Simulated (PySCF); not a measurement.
# XPS shifts beside NMR shieldings

Compound: C5H6BNO2.
Cartesian coordinates in Å at the PBE0-D3(BJ)/def2-SVP level; atoms count from 1:
```
atom  x, y, z in Å
N1    -2.7775    1.0620   -0.1801
C2    -1.9569    0.3359    0.1892
C3    -0.9120   -0.5606    0.6541
C4     0.4955   -0.0504    0.4764
O5     1.3819   -0.8040    0.9911
B6     2.8567   -0.5689    0.6348
O7     3.0351    0.9526    0.5620
C8     2.0938    1.6492    0.0830
C9     0.8008    1.1669   -0.1327
H10   -1.0558   -0.7876    1.7235
H11   -0.9860   -1.5275    0.1275
H12    3.5464   -1.0067    1.5259
H13    3.0430   -1.0141   -0.4884
H14    2.3319    2.7071   -0.1054
H15    0.0222    1.8066   -0.5439
```

Binding energies: delta-SCF UKS SCAN, pcX-2 on the ionised atom, pcseg-1 elsewhere, spin-free X2C (PySCF). Shieldings: GIAO PBE0/pcSseg-1, non-relativistic, same geometry.

```csv
atom,C 1s (eV)
C2,292.99
C3,293.20
C9,291.21
```

Question: What are the absolute isotropic shieldings of these atoms?

Answer: 
```csv
atom,environment,C 1s (eV),isotropic shielding (ppm)
C9,alkene CH carbon,291.21,79.7
C2,nitrile carbon,292.99,65.6
C3,sp3 carbon next to a nitrile,293.20,157.7
```

Question: Among the listed atoms, is the one with the highest binding energy also the least shielded?

Answer: No. The highest binding energy is at C3 (293.20 eV, shielding 157.7 ppm), the lowest shielding at C2 (65.6 ppm, 292.99 eV).

By binding energy: C9 < C2 < C3. By shielding: C2 < C9 < C3.

Spin contamination (⟨S²⟩ against 0.75 for a pure doublet) is marked for C 1s of C2 (0.88), which makes this value less certain. One conformer (not necessarily the lowest) at the PBE0-D3(BJ)/def2-SVP geometry, without solvent, vibrations or thermal averaging.
